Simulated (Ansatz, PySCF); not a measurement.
Reaction 3 R1 → 4 P1, each structure at its B3LYP-D3(BJ)/def2-TZVP stationary point, reached from a drawn start (curvature not checked).
P1, H6Si3 (SMILES [SiH2]1[SiH2][SiH2]1) (charge 0, multiplicity 1):
```xyz
9

Si     1.3495     0.0000     0.0000
H      2.1689     0.0000     1.2318
H      2.1689     0.0000    -1.2318
Si    -0.6748     1.1687     0.0000
H     -1.0845     1.8784     1.2318
H     -1.0845     1.8784    -1.2318
Si    -0.6748    -1.1687     0.0000
H     -1.0845    -1.8784     1.2318
H     -1.0845    -1.8784    -1.2318
```
R1: H8Si4 (SMILES [SiH2]1[SiH2][SiH2][SiH2]1), charge 0, multiplicity 1.

P less R. No zero-point or thermal terms.

Frozen-core correlation throughout.

Codes used: Ansatz (Gaussian orbitals); PySCF for the D3/D4 terms. Each number belongs to the level named beside it.

Q: What reaction energy does BHLYP/def2-TZVPP give?

A: 98.3 kcal/mol

Q: What reaction energy does B2PLYP-D3(BJ)/def2-TZVPP give?

A: 100.5 kcal/mol

Q: Give the reaction energy at the level revPBE/def2-TZVPP.

A: 87.1 kcal/mol

Ansatz is a quantum-chemistry and plane-wave program.
